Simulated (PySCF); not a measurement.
# Correlation energy of F⁺ (fluorine, charge +1)

[He] 2s2 2p4, high-spin 3P determinant. All numbers are calculated (PySCF 2.14, scalar relativity by spin-free X2C-1e, in dyall-acv3z). Frozen: 1s2; 6 electrons correlated; the 19 highest virtual orbitals of each spin left out.

MP2 pair energies summed by pair of shells (mhartree):

```json
{"pair": "2s-2p", "energy": "-70.92", "share (%)": "46.8"}
{"pair": "2p-2p", "energy": "-69.52", "share (%)": "45.9"}
{"pair": "2s-2s", "energy": "-10.99", "share (%)": "7.3"}
```

Total MP2 correlation energy: -151.43 mhartree.

Same-spin part -36.50 and opposite-spin part -114.93 mhartree; SCS-MP2 scales them by 1/3 and 6/5 to -150.08 mhartree.
